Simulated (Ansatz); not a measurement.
`OCBBCl` and `OCBCl` differ in one atom or group.

Ansatz, PBE0-D4/def2-TZVP geometries, multiplicity 1. Each molecule was computed in one conformer, which needn't be the lowest.

| property | `OCBBCl` |
| --- | --- |
| HOMO–LUMO gap (B3LYP/def2-TZVPP) / eV | 5.71 |
| HOMO energy (B3LYP/def2-TZVPP) / eV | -7.32 |
| LUMO energy (B3LYP/def2-TZVPP) / eV | -1.61 |
| LUMO energy (PBE0/def2-TZVPP) / eV | -1.41 |
| LUMO energy (ωB97M-V/def2-TZVPP) / eV | 0.55 |
| HOMO energy (PBE/def2-TZVPP) / eV | -6.16 |

**Question.** Give the same properties after the change, and the shifts. (Best estimate.)

**Answer.** Computed: 
| property | `OCBCl` | shift |
| --- | --- | --- |
| HOMO–LUMO gap (B3LYP/def2-TZVPP) / eV | 6.17 | 0.46 |
| HOMO energy (B3LYP/def2-TZVPP) / eV | -7.86 | -0.54 |
| LUMO energy (B3LYP/def2-TZVPP) / eV | -1.69 | -0.08 |
| LUMO energy (PBE0/def2-TZVPP) / eV | -1.47 | -0.06 |
| LUMO energy (ωB97M-V/def2-TZVPP) / eV | 0.56 | 0.01 |
| HOMO energy (PBE/def2-TZVPP) / eV | -6.45 | -0.29 |

With PBE0 the HOMO falls by 0.61 eV and the LUMO falls by 0.06 eV, so the gap widens by about 0.55 eV. PBE moves the HOMO by -0.29 eV and ωB97M-V by -0.80 eV.

B3LYP here is the variant with VWN-RPA as its local correlation; programs differ in this.
